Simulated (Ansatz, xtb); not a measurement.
# Two structures of GaH7O3Si2

We compare I, a singlet given by its coordinates, with II, a singlet given by its coordinates. Both are isolated molecules in the gas phase, relaxed with PBE0-D4/def2-SVP.

I (Å):

| atom | x (Å) | y (Å) | z (Å) |
| --- | --- | --- | --- |
| Ga | -2.0873 | 2.5615 | 2.7772 |
| O | 0.7047 | 1.2968 | -0.4472 |
| O | -0.8313 | -0.2845 | 1.1656 |
| O | -0.6962 | 2.3138 | 1.6388 |
| Si | 0.1846 | 1.0541 | 1.0956 |
| Si | -2.3824 | -0.5628 | 1.6171 |
| H | 0.1109 | 1.7812 | -1.0285 |
| H | 1.3856 | 0.7328 | 1.8913 |
| H | -2.9100 | 0.6602 | 2.3718 |
| H | -3.2938 | -0.7385 | 0.4533 |
| H | -2.4834 | -1.7026 | 2.5659 |
| H | -3.2768 | 3.3524 | 2.1487 |
| H | -1.7929 | 2.2234 | 4.2747 |

Close contacts (Å): Ga1–O4 1.81, O2–Si5 1.65, O3–Si5 1.68, O3–Si6 1.64, O4–Si5 1.63, Ga1–H9 2.11, Ga1–H12 1.56, Ga1–H13 1.56, O2–H7 0.96, Si5–H8 1.48, Si6–H9 1.53, Si6–H10 1.49, Si6–H11 1.49.

II (Å):

```xyz
13

Ga   -1.1026    0.4464    2.8545
O    -1.8471    1.3501    1.0034
O     0.2143    0.9047   -0.7290
O     0.4009    1.2122    2.0181
Si   -0.2078    1.7437    0.6198
Si    0.9676   -0.5386   -1.1073
H    -2.4904    1.0729    0.3421
H    -0.0878    3.1816    0.3111
H     0.8743   -0.7116   -2.5837
H     0.2723   -1.6726   -0.4285
H     2.3977   -0.5028   -0.6886
H    -1.7013    1.3103    4.0088
H    -1.2460   -1.0946    2.6131
```

Close contacts (Å): Ga1–O2 2.19, Ga1–O4 1.88, Ga1–Si5 2.73, O2–Si5 1.73, O3–Si5 1.64, O3–Si6 1.67, O4–Si5 1.62, Ga1–H12 1.56, Ga1–H13 1.57, O2–H7 0.96, Si5–H8 1.48, Si6–H9 1.49, Si6–H10 1.49, Si6–H11 1.49.

Quicker runs give these differences E(II) − E(I): GFN2-xTB −0.252 eV; HF/STO-3G −0.751 eV (at GFN2-xTB geometries); r2SCAN-D4/def2-SVP −0.108 eV (at GFN2-xTB geometries).

Problem. Estimate E(II) − E(I) at the level CCSD(T)/def2-SVP + ΔMP2/def2-TZVPP.

Solution. CCSD(T)/def2-SVP + ΔMP2/def2-TZVPP gives E(II) − E(I) = −0.023 eV, slightly favouring structure II, which is too small a margin to settle the true order.

Level by level:

```tsv
level	geometry	E(II) − E(I) (eV)	departure from the last row (eV)	job, with rough time for the two
GFN2-xTB	GFN2-xTB	−0.252	−0.229	optimisation, 0.67 s
HF/STO-3G	GFN2-xTB	−0.751	−0.728	single point, 1.1 s
r2SCAN-D4/def2-SVP	GFN2-xTB	−0.108	−0.085	single point, 8.7 s
PBE0-D4/def2-SVP	PBE0-D4/def2-SVP	−0.110	−0.087	optimisation, 4.6 min
HF/def2-SVP	PBE0-D4/def2-SVP	−0.147	−0.124	part of the CCSD(T) run
MP2/def2-SVP	PBE0-D4/def2-SVP	−0.183	−0.160	part of the CCSD(T) run
CCSD(T)/def2-SVP	PBE0-D4/def2-SVP	−0.165	−0.142	single point
CCSD(T)/def2-SVP + ΔMP2/def2-TZVPP	PBE0-D4/def2-SVP	−0.023		single point, 2.7 min
```

The largest departure from CCSD(T)/def2-SVP + ΔMP2/def2-TZVPP is that of HF/STO-3G, 0.728 eV. No reliable frequencies are at hand for I or II, so they aren't confirmed as minima. The last row adds to CCSD(T) the change of the MP2 difference between the two basis sets, here +0.142 eV, a large step that makes the value less sure.

The correlated steps freeze 22 core orbitals; the filled d shell of Ga is correlated, in a basis made for valence electrons. Run with Ansatz 0.2.0, xtb 6.7.1; the last row on 2 threads of Arm Neoverse V1 on a shared host.
